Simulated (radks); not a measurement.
Spherical jellium clusters: N electrons in a uniform positive sphere of charge N and radius rs N^(1/3), rs = 3.33 bohr. Method: non-relativistic Kohn-Sham, PBEsol, spin-polarised, spherical densities; computed with a radial shooting solver with Libxc functionals. Levels are named by radial order and angular momentum (1s, 1p, 1d, 2s, ...), and open shells are averaged over m.

N = 5, configuration 1s2 1p(up 3, down 0). This is the lowest configuration that the search found. Occupied and some empty levels:

level    occupation  eigenvalue (eV)  <r> (bohr)
1s up             1          -5.4551       4.086
1s down           1          -4.5982       3.856
1p up             3          -3.3522       5.170
1p down           0          -2.2708       5.230
1d up             0          -1.0788       6.648
2s up             0         -0.92320       7.945

Energy (eV): total -7.52105, kinetic 12.089, external -136.20, Hartree 65.193, exchange-correlation -20.283, background 71.682.
